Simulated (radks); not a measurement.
Task: These are the eigenvalues of the occupied orbitals of an atom or ion with whole-number occupations (Ry). Calculated with a radial shooting solver on a logarithmic mesh with Libxc functionals: Dirac Kohn-Sham, BLYP, spin-unpolarised, spherical densities, finite nucleus; Fermi nuclear charge, rms radius of each element as measured or else 0.836 A^(1/3) + 0.57 fm.

orbital  eigenvalue
1s1/2     -5753.447
2s1/2     -1010.013
2p1/2     -968.3687
2p3/2     -841.2633
3s1/2     -237.1988
3p1/2     -218.4329
3p3/2     -190.4943
3d3/2     -159.1220
3d5/2     -153.0992
4s1/2     -50.93570
4p1/2     -42.96249
4p3/2     -36.30580
4d3/2     -23.21839
4d5/2     -21.98058
5s1/2      -7.45271
4f5/2      -5.26269
4f7/2      -5.00880
5p1/2      -4.90721
5p3/2      -3.80666
5d3/2      -0.50105
6s1/2      -0.41548
5d5/2      -0.40376

Which element is it, and in what charge state? The configuration may be excited. Open shells, if any, fill j = l - 1/2 first.

Result: Z = 78, platinum, charge 0: Pt in [Xe] 4f14 5d9 6s1. The list shows which subshells hold electrons but not how many an open one holds; the 1s level, -2876.7 hartree, gives Z - s = 75.9 by -(Z - s)^2/2, which with screening and relativity narrows Z to a few neighbours, and the depths of the outer levels then fix element, charge and occupations together.
